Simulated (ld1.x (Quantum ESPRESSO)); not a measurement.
## What one change does to a pseudopotential (silver, PAW)

* Element: Ag
* Generator: ld1.x (Quantum ESPRESSO) 7.5
* Type: PAW
* Functional: LDA (PZ)
* Relativity: scalar-relativistic
* Frozen core: [Ar] 3d10 4s2
* Valence charge: 17
* Reference configuration: 4p6 4d9 5s0 5p0 (charge +2)
* Partial waves: 5s (bound, empty): rcut 1.85, rcutus 2.45 bohr; 5s channel at 1.5 Ry: rcut 1.85, rcutus 2.45 bohr; 4p (bound): rcut 1.35, rcutus 1.60 bohr; 5p (bound, empty): rcut 1.35, rcutus 1.60 bohr; 4d (bound): rcut 1.75, rcutus 2.10 bohr; 4d channel at 1.4 Ry: rcut 1.75, rcutus 2.10 bohr
* Local potential: all-electron potential smoothed inside 1.65 bohr (lloc = -1)
* Core correction: a·sin(br)/r model core inside 0.80 bohr
* Augmentation charge: GAUSS, radius 1.30 bohr

Change: all radii but the core radius scaled by about 0.81 (s 1.98, p 1.30, d 1.70 bohr, rcut 1.50/1.10/1.42); local potential all-electron potential smoothed inside 1.34 bohr (lloc = -1); augmentation GAUSS, radius 1.06 bohr.

Cutoffs: the cutoffs (Ry, on a coarse ladder) from which the occupation-weighted sum of valence levels, in a spherical-Bessel basis at the reference potential, stays within 10 and 1 mRy of its value at 400 Ry; they do not see the model core or the augmentation charge, which bear on the density cutoff. Errors are all-electron minus pseudo energies relative to the spin-unpolarised reference configuration.

What does the change do?

Both files keep a bound ghost (s); the number of tests that count goes from 9 to 3 (the test run of the changed file stopped, so its transferability is not established); of the 3 tests that both files solve, the error grows in 1 and shrinks in 2 by more than 15 % and 0.3 meV (median size 15.0 → 12.1 meV).

```csv
quantity,base,changed
"cutoffs, loose and tight","35 Ry, 60 Ry",not determined
bound ghosts,s,"s (p, d not tested, overlap not positive)"
"tests counted (converged, no solver errors)",9 of 9,3 of 9 (the test run stopped)
"error for 4p6 4d10 5s0 5p0, meV [ΔE -22.38 eV]",+2.2,+33
"error for 4p6 4d8 5s0 5p0, meV [ΔE 36.43 eV]",-15,+12
"error for 4p6 4d7 5s0 5p0, meV [ΔE 88.36 eV]",-84,+3.7
lowest overlap eigenvalue by channel,"s 0.43, p 0.11, d 0.79","s 0.69, p -0.07, d -2.44"
```

Changed file: the overlap operator is not positive definite in a basis up to 400 Ry (lowest eigenvalue p -0.07, d -2.44), so the file is unfit for use: the generalised eigenproblem breaks down once the basis is large enough, and its test numbers describe a broken file. Tests not counted: 4p6 4d10 5s1 5p0 (solver errors, printed error -3.3 eV). A true bound ghost makes a file unfit for plane-wave use even where its test errors are small: the radial tests pick states by their node count and pass the ghost by. Where a test does run into it, the solver fails or the error is huge.
